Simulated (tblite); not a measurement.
Compound: C₃H₆GeO₂Si.
Bonds: C1–C2 (triple), C2–Si3, Si3–O4, O4–Ge5, Ge5–C6, C6–O7 (double). Hydrogens: H8 on C1; H9, H10 on Si3; H11, H12 on Ge5; H13 on C6.

Computed with GFN2-xTB (tblite), gas phase: L-BFGS steps from a force-field or distance-geometry start until the largest atomic force falls under 0.01 eV/Å.

Step 79: E = -577.3887 eV
```
atom  x, y, z in Å  |  force x, y, z in eV/Å
C1      2.4459    1.0448   -0.7797   -0.150  -0.225   0.160
C2      1.9468    0.1200   -0.1909    0.046   0.120  -0.092
Si3     1.1789   -1.3120    0.7100    0.120   0.004   0.011
O4     -0.4485   -1.2383    0.6593   -0.017   0.017  -0.044
Ge5    -1.9059   -0.3193    0.4769   -0.109   0.039  -0.129
C6     -1.4344    1.3227   -0.5940    0.097  -0.020   0.036
O7     -1.5280    2.4143   -0.1121   -0.015   0.028  -0.076
H8      2.8795    1.8565   -1.2861    0.037   0.066  -0.045
H9      1.4916   -2.5628    0.0232    0.007  -0.026  -0.035
H10     1.5647   -1.2609    2.1180    0.026   0.018   0.054
H11    -2.3619    0.0876    1.8520   -0.003  -0.028   0.106
H12    -2.8254   -1.3412   -0.1612    0.009   0.022   0.002
H13    -1.0075    1.1891   -1.6118   -0.048  -0.013   0.054
```

Step 80: E = -577.3927 eV
```
atom  x, y, z in Å  |  force x, y, z in eV/Å
C1      2.3753    1.0644   -0.7875   -0.059  -0.092   0.074
C2      1.9155    0.1229   -0.1958   -0.042   0.017  -0.016
Si3     1.1689   -1.3189    0.7095    0.106  -0.004   0.028
O4     -0.4611   -1.2732    0.6587    0.004   0.042  -0.049
Ge5    -1.8972   -0.3145    0.4814   -0.091   0.026  -0.121
C6     -1.3680    1.3129   -0.5872    0.062   0.080   0.049
O7     -1.4896    2.4163   -0.1364    0.013  -0.084  -0.118
H8      2.7827    1.8892   -1.2976    0.020   0.027  -0.021
H9      1.4969   -2.5666    0.0265    0.011  -0.036  -0.044
H10     1.5533   -1.2613    2.1183    0.029   0.026   0.042
H11    -2.3563    0.0826    1.8617    0.010  -0.022   0.060
H12    -2.8378   -1.3106   -0.1680    0.014   0.032   0.005
H13    -0.8867    1.1572   -1.5799   -0.078  -0.014   0.110
```

Step 81: E = -577.3965 eV
```
atom  x, y, z in Å  |  force x, y, z in eV/Å
C1      2.3624    1.0672   -0.7871    0.087   0.150  -0.086
C2      1.9241    0.1192   -0.1961   -0.187  -0.222   0.147
Si3     1.1671   -1.3164    0.7073    0.106  -0.036   0.061
O4     -0.4615   -1.2657    0.6375    0.018   0.017  -0.034
Ge5    -1.8990   -0.3062    0.4864   -0.079   0.013  -0.002
C6     -1.3588    1.3100   -0.5812   -0.037   0.098   0.113
O7     -1.4886    2.4239   -0.1627    0.000   0.019  -0.030
H8      2.7668    1.8915   -1.2981    0.031   0.066  -0.042
H9      1.4933   -2.5661    0.0285    0.016  -0.047  -0.045
H10     1.5434   -1.2580    2.1197    0.020   0.028   0.021
H11    -2.3494    0.0595    1.8840    0.018  -0.027  -0.017
H12    -2.8342   -1.2928   -0.1768   -0.024   0.010  -0.003
H13    -0.8698    1.1343   -1.5577    0.031  -0.069  -0.083
```

**Question.** Estimate the geometry and energy of step 82. (The exact step hangs on the optimiser's Hessian estimate; all steps are aligned on step 81, rigid shifts and turns removed.)

**Answer.** E = -577.3984 eV, largest force 0.118 eV/Å
```
atom  x, y, z in Å  |  force x, y, z in eV/Å
C1      2.3133    1.0797   -0.7929    0.031  -0.007   0.018
C2      1.9020    0.1203   -0.1961   -0.082  -0.017   0.011
Si3     1.1633   -1.3238    0.7069    0.053  -0.053   0.061
O4     -0.4665   -1.2769    0.6311    0.004   0.016  -0.030
Ge5    -1.8993   -0.3009    0.4874   -0.009  -0.025   0.037
C6     -1.3187    1.3027   -0.5739    0.005   0.118   0.001
O7     -1.4620    2.4241   -0.1808    0.008  -0.001  -0.041
H8      2.7004    1.9127   -1.3054    0.011   0.031  -0.022
H9      1.4999   -2.5733    0.0287    0.002  -0.013  -0.024
H10     1.5363   -1.2564    2.1204    0.021   0.018   0.009
H11    -2.3433    0.0573    1.8918    0.016  -0.032  -0.055
H12    -2.8440   -1.2722   -0.1841   -0.022   0.010   0.004
H13    -0.7857    1.1072   -1.5294   -0.038  -0.045   0.032
```

The energy changes by -0.0018 eV. The first-order estimate −F·Δx gives -0.0036 eV and the mean of the old and new forces, exact on a quadratic surface, -0.0016 eV. The step makes an angle of 87° with the force vector and moves no atom by more than 0.093 Å.

What follows is the cost of the whole relaxation. On one thread of an Intel Xeon at 2.70 GHz, shared host with 64 logical CPUs at a one-minute load of 60, this took 1.1 s wall.
